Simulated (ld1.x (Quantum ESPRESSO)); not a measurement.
## Ranking TM potentials for sulfur (S)

All share these settings but for the change named:

```
Element                 : S
Generator               : ld1.x (Quantum ESPRESSO) 7.5
Type                    : norm-conserving Troullier–Martins (Kleinman–Bylander form)
Functional              : PBE
Relativity              : non-relativistic
Frozen core             : [Ne]
Valence charge          : 6
Reference configuration : 3s2 3p4
Partial waves           : 3p (bound): rc 1.40 bohr; 3s (bound): rc 1.40 bohr
Local potential         : the s channel
Core correction         : none
```

Cutoff: the first of the cutoffs (Ry, on a coarse ladder) from which the occupation-weighted sum of valence levels, in a spherical-Bessel basis at the reference potential, stays within 10 and 1 mRy of its value at 400 Ry; the density cutoff is not measured.

The base gives 40 Ry.

Of 5 variants that were run, those that failed, showed a ghost or another fault, or gave nearly equal values are left out.

(1) Rank these variants from softest to hardest (loose cutoff).
A. all radii scaled by about 1.26 (s 1.76, p 1.76 bohr)
B. all radii scaled by about 1.37 (s 1.92, p 1.92 bohr)
C. all radii scaled by about 0.90 (s 1.26, p 1.26 bohr)
D. all radii scaled by about 1.11 (s 1.56, p 1.56 bohr)
E. all radii scaled by about 0.76 (s 1.06, p 1.06 bohr)

Answers

(1) B (21 Ry), A (30 Ry), D (35 Ry), C (55 Ry), E (110 Ry).
